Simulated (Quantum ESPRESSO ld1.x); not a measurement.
Bi V, 79 electrons, occupied as [Xe] 4f14 5d10 6s1. All-electron calculation, Dirac Kohn-Sham, PW91, spin-unpolarised, spherical densities, point nucleus. Program: ld1.x of Quantum ESPRESSO 7.5. Some entries of the table are withheld. Estimate them.

orbital  occ.  eigenvalue (hartree)  <r> (bohr)
1s1/2       2              -3328.43     0.01578
2s1/2       2              -598.727     0.06575
2p1/2       2              -575.245     0.05388
2p3/2       4              -489.956     0.06293
3s1/2       2              -145.656      0.1710
3p1/2       2              -135.061      0.1615
3p3/2       4              -115.964      0.1780
3d3/2       4              -98.6341      0.1545
3d5/2       6              -94.5868      0.1595
4s1/2       2              -34.5974      0.3768
4p1/2       2                   (1)      0.3777
4p3/2       4                   (2)      0.4124
4d3/2       4                   (3)      0.4160
4d5/2       6                   (4)      0.4271
5s1/2       2              -7.29323      0.8310
4f5/2       6              -7.22182      0.4379
4f7/2       8              -7.01990      0.4440
5p1/2       2                   (5)      0.8841
5p3/2       4                   (6)      0.9724
5d3/2       4              -2.54865       1.184
5d5/2       6              -2.43425       1.222
6s1/2       1              -1.87442       1.954

Answer. 
(1) 4p1/2 eigenvalue (hartree): -29.9930
(2) 4p3/2 eigenvalue (hartree): -25.2856
(3) 4d3/2 eigenvalue (hartree): -17.8062
(4) 4d5/2 eigenvalue (hartree): -16.9278
(5) 5p1/2 eigenvalue (hartree): -5.69637
(6) 5p3/2 eigenvalue (hartree): -4.78647
